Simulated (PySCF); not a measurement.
Dipole response of F (fluorine, neutral)

[He] 2s2 2p5, 2P determinant. Calculation: PySCF 2.14, in aug-cc-pwCVDZ (5s4p2d, 27 functions); the non-relativistic Hamiltonian (point nucleus). Coupled (time-dependent) response in atomic units; α is the mean over directions. A double-zeta set is small for polarisabilities.

```csv
method,mean α (bohr³),"α xx, yy, zz",C₆ (like pair),S(−4)
UHF,2.710,"2.545, 2.792, 2.792",6.926,2.885
PBE,3.161,"2.804, 3.340, 3.340",8.134,5.252
PBE0,3.001,"2.719, 3.143, 3.143",7.723,4.268
revPBE,3.187,"2.818, 3.371, 3.371",8.222,5.365
M06-L,2.939,"2.725, 3.046, 3.046",7.619,3.945
```

S(−4) is the Cauchy moment in α(ω) = α(0) + S(−4) ω² + …

Reference α: 3.74 ± 0.08 bohr³ (recommended; Schwerdtfeger and Nagle, table of static dipole polarizabilities (2023 update)). Published C₆: 9.520 (Chu and Dalgarno (2004); Tang, Norbeck and Certain (1976)).

α(iu) at PBE0:

```
u (hartree)  α(iu) (bohr³)
          0          3.001
     0.0500          2.991
      0.100          2.960
      0.200          2.848
      0.300          2.693
      0.500          2.354
      0.750          1.973
       1.00          1.660
       1.50          1.190
       2.00         0.8701
       3.00         0.5040
       5.00         0.2223
```

A single London oscillator, α(iu) = α/(1 + u²/ω²), gives C₆ = (3/4) ω α². Matching the computed C₆ needs ω = 4 × 7.723 / (3 × 3.001²) = 1.14 hartree.

The components differ because the open shell of this determinant is not spherical; for a pure term their mean is the scalar polarisability.
